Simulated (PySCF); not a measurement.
PBE0 on Cr- (chromium, charge -1), [Ar] 3d5 4s2, high-spin 6S determinant. All numbers are calculated (PySCF 2.14, scalar relativity by spin-free X2C-1e, in x2c-TZVPPall with one added diffuse shell each of s, p, d, f type (7s6p5d3f1g, 80 functions)).

```
cycle= 1 E= -1050.57162749492  delta_E= -0.0123  |g|= 0.0868  |ddm|= 0.673
cycle= 2 E= -1050.56804793659  delta_E= 0.00358  |g|= 0.146  |ddm|= 0.383
cycle= 3 E= -1050.57461154248  delta_E= -0.00656  |g|= 0.0144  |ddm|= 0.0987
cycle= 4 E= -1050.57483344216  delta_E= -0.000222  |g|= 0.00124  |ddm|= 0.136
cycle= 5 E= -1050.57485098321  delta_E= -1.75e-05  |g|= 0.000871  |ddm|= 0.0449
cycle= 6 E= -1050.57485212263  delta_E= -1.14e-06  |g|= 9.86e-05  |ddm|= 0.00862
cycle= 7 E= -1050.57485214158  delta_E= -1.89e-08  |g|= 9.87e-06  |ddm|= 0.00111
cycle= 8 E= -1050.57485214187  delta_E= -2.91e-10  |g|= 6.88e-07  |ddm|= 0.00015
converged SCF energy = -1050.57485214187  <S^2> = 8.8463325  2S+1 = 6.0320254
```

Highest occupied orbital energy: 0.814 eV; ⟨L²⟩ = 0.00; populations by l: s 8.00, p 12.00, d 5.00, f 0.00.

Task: Can this result be used?

Result: With care. The run converged. ⟨S²⟩ = 8.85 against 8.75 shows spin contamination. At PBE0 the highest occupied level has a positive energy, so only the finite basis holds that electron; in a semilocal or global hybrid functional this comes from self-interaction and does not mean that the real anion is unbound.
